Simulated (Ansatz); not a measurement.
Ansatz results at the PBE0-D4/def2-TZVP geometry: zero-point energy (PBE0-D4/def2-TZVP) 162.8 kJ/mol; size of the dipole moment (ωB97M-V/def2-TZVPP) 1.58 D; size of the dipole moment (B3LYP/def2-TZVPP) 1.53 D.

**Question.** Which molecule gave them?
A. `[CH2]OC`•
B. `[AlH][Br]`•
C. `F[SiH]F`•
D. `C[B][SiH3]`•

**Answer.** D. The others give `F[SiH]F`•: 34.5, 1.40, 1.40; `[CH2]OC`•: 172.9, 1.33, 1.32; `[AlH][Br]`•: 16.5, 1.72, 1.54.

B3LYP here is the variant with VWN-RPA as its local correlation; programs differ in this.
